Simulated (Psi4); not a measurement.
C2H6Si, charge -1, doublet, at a GFN2-xTB geometry (a state made from the parent by changing its charge; the spin is typed, not shown lowest) (a gas-phase anion, which may not be bound at this level); SVWN/STO-3G (Psi4).

Here is a job for Psi4.
```
memory 2 GB

molecule mol {
-1 2
  Si   -0.252154    0.114819    0.678177
  C     0.749586    1.260042   -0.459012
  H     0.937025    2.212597    0.046029
  H     0.231315    1.495635   -1.399976
  H     1.731315    0.846503   -0.732357
  C    -0.415417   -1.412207   -0.439747
  H     0.554275   -1.853356   -0.712893
  H    -0.945725   -1.204224   -1.380512
  H    -0.983059   -2.191635    0.077780
}

set basis sto-3g
set reference uks

energy('svwn')
print_variables()
```

The log (banner, timings and long lists left out):

```
   => Loading Basis Set <=

    Name: STO-3G
    Role: ORBITAL
    Keyword: BASIS

         ---------------------------------------------------------
                                   SCF
               by Justin Turney, Rob Parrish, Andy Simmonett
                          and Daniel G. A. Smith
                              UKS Reference
         ---------------------------------------------------------

  ==> Geometry <==

    Molecular point group: c1
    Full point group: C1

    Geometry (in Angstrom), charge = -1, multiplicity = 2:

       Center              X                  Y                   Z               Mass
    ------------   -----------------  -----------------  -----------------  -----------------
         SI          -0.226175287411     0.102989587039     0.608306222512    27.976926534650
         C            0.775564712589     1.248212587039    -0.528882777488    12.000000000000
         H            0.963003712589     2.200767587039    -0.023841777488     1.007825032230
         H            0.257293712589     1.483805587039    -1.469846777488     1.007825032230
         H            1.757293712589     0.834673587039    -0.802227777488     1.007825032230
         C           -0.389438287411    -1.424036412961    -0.509617777488    12.000000000000
         H            0.580253712589    -1.865185412961    -0.782763777488     1.007825032230
         H           -0.919746287411    -1.216053412961    -1.450382777488     1.007825032230
         H           -0.957080287411    -2.203464412961     0.007909222512     1.007825032230

  Running in c1 symmetry.

  Rotational constants: A =      0.58655  B =      0.22625  C =      0.17385 [cm^-1]
  Rotational constants: A =  17584.21356  B =   6782.85295  C =   5211.92714 [MHz]
  Nuclear repulsion =   97.065983988214370

  Charge       = -1
  Multiplicity = 2
  Electrons    = 33
  Nalpha       = 17
  Nbeta        = 16

  ==> Algorithm <==

  SCF Algorithm Type is DF.
  DIIS enabled.
  MOM disabled.
  Fractional occupation disabled.
  Guess Type is SAD.
  Energy threshold   = 1.00e-06
  Density threshold  = 1.00e-06
  Integral threshold = 1.00e-12

  ==> Primary Basis <==

  Basis Set: STO-3G
    Blend: STO-3G
    Number of shells: 17
    Number of basis functions: 25
    Number of Cartesian functions: 25
    Spherical Harmonics?: true
    Max angular momentum: 1

  ==> DFT Potential <==

   => LibXC <=

    Version 7.1.2
    S. Lehtola, C. Steigemann, M. J. T. Oliveira, and M. A. L. Marques,  SoftwareX 7, 1–5 (2018) (10.1016/j.softx.2017.11.002)

   => Composite Functional: SVWN <=

    Slater exchange
    Vosko, Wilk & Nusair (VWN5_RPA)
    P. A. M. Dirac,  Math. Proc. Cambridge Philos. Soc. 26, 376 (1930) (10.1017/S0305004100016108)
    F. Bloch,  Z. Phys. 57, 545 (1929) (10.1007/BF01340281)
    S. H. Vosko, L. Wilk, and M. Nusair,  Can. J. Phys. 58, 1200 (1980) (10.1139/p80-159)

    Deriv               =              1
    GGA                 =          FALSE
    Meta                =          FALSE

    Exchange Hybrid     =          FALSE
    MP2 Hybrid          =          FALSE

   => Exchange Functionals <=

    1.0000         XC_LDA_X

   => Correlation Functionals <=

    1.0000   XC_LDA_C_VWN_RPA

   => LibXC Density Thresholds  <==

    XC_LDA_C_VWN_RPA:  1.00E-15
    XC_LDA_X:  1.00E-15

   => Molecular Quadrature <=

    Radial Scheme          =       TREUTLER
    Pruning Scheme         =           NONE
    Nuclear Scheme         =       TREUTLER

    Blocking Scheme        =         OCTREE
    BS radius alpha        =              1
    Pruning alpha          =              1
    Radial Points          =             75
    Spherical Points       =            302
    Total Points           =         192216
    Total Blocks           =           1501
    Max Points             =            256
    Max Functions          =             25
    Weights Tolerance      =       1.00E-15

   => Loading Basis Set <=

    Name: (STO-3G AUX)
    Role: JKFIT
[...]
    Number of Cartesian functions: 453
    Spherical Harmonics?: true
    Max angular momentum: 4

  Minimum eigenvalue in the overlap matrix is 2.3327817165E-01.
  Reciprocal condition number of the overlap matrix is 1.0005290365E-01.
    Using symmetric orthogonalization.

  ==> Pre-Iterations <==

  SCF Guess: Superposition of Atomic Densities via on-the-fly atomic UHF (no occupation information).

   -------------------------
    Irrep   Nso     Nmo
   -------------------------
     A         25      25
   -------------------------
    Total      25      25
   -------------------------

  ==> Iterations <==

                           Total Energy        Delta E     RMS |[F,P]|

   @DF-UKS iter SAD:  -361.89309481204873   -3.61893e+02   0.00000e+00
   @DF-UKS iter   1:  -363.42973026134501   -1.53664e+00   6.94632e-03 DIIS/ADIIS
   @DF-UKS iter   2:  -363.43085900162095   -1.12874e-03   7.24460e-03 DIIS/ADIIS
   @DF-UKS iter   3:  -363.45058305795004   -1.97241e-02   1.00672e-03 DIIS/ADIIS
   @DF-UKS iter   4:  -363.45112272562153   -5.39668e-04   9.15948e-05 DIIS
   @DF-UKS iter   5:  -363.45112732821730   -4.60260e-06   9.72492e-06 DIIS
   @DF-UKS iter   6:  -363.45112739798628   -6.97690e-08   2.73439e-06 DIIS
   @DF-UKS iter   7:  -363.45112740327016   -5.28388e-09   3.96814e-07 DIIS
  Energy and wave function converged.

  ==> Post-Iterations <==

   Electrons on quadrature grid:
      Nalpha   =   17.0000134888 ; deviation = 1.349e-05
      Nbeta    =   16.0000158697 ; deviation = 1.587e-05
      Ntotal   =   33.0000293585 ; deviation = 2.936e-05

   @Spin Contamination Metric:   7.496726203E-04
   @S^2 Expected:                7.500000000E-01
   @S^2 Observed:                7.507496726E-01
   @S   Expected:                5.000000000E-01
   @S   Observed:                5.000000000E-01

    Orbital Energies [Eh]
    ---------------------

    Alpha Occupied:

[...]
    Alpha Virtual:

[...]
    Beta Occupied:

[...]
      16A      0.256485

    Beta Virtual:

[...]
    Final Occupation by Irrep:
              A
    DOCC [    16 ]
    SOCC [     1 ]
    NA   [    17 ]
    NB   [    16 ]

  @DF-UKS Final Energy:  -363.45112740327016

   => Energetics <=

    Nuclear Repulsion Energy =             97.0659839882143700
    One-Electron Energy =                -707.7714980106494522
    Two-Electron Energy =                 280.5140660694916050
    DFT Exchange-Correlation Energy =     -33.2596794503266864
    Empirical Dispersion Energy =           0.0000000000000000
    VV10 Nonlocal Energy =                  0.0000000000000000
    Total Energy =                       -363.4511274032701635

  UHF NO Occupations:
  HONO-2 :   15  A 1.9998541
  HONO-1 :   16  A 1.9997964
  HONO-0 :   17  A 1.0000000
  LUNO+0 :   18  A 0.0002036
  LUNO+1 :   19  A 0.0001459
  LUNO+2 :   20  A 0.0000110
  LUNO+3 :   21  A 0.0000058

Computation Completed

Properties will be evaluated at   0.000000,   0.000000,   0.000000 [a0]

Properties computed using the SCF density matrix

 Multipole Moments:

 ------------------------------------------------------------------------------------
     Multipole            Electronic (a.u.)      Nuclear  (a.u.)        Total (a.u.)
 ------------------------------------------------------------------------------------

 L = 1.  Multiply by 2.5417464519 to convert [e a0] to [Debye]
 Dipole X            :         -1.3936862            1.5709724            0.1772862
 Dipole Y            :          0.6346188           -0.7153468           -0.0807280
 Dipole Z            :          3.7483633           -4.2251817           -0.4768184
 Magnitude           :                                                    0.5150759

 ------------------------------------------------------------------------------------

  Variable Map:
  ----------------------------------------------------------------------------
[...]
  Array Variable Map:
  ----------------------------------------------------------------------------
[...]
[...]
```
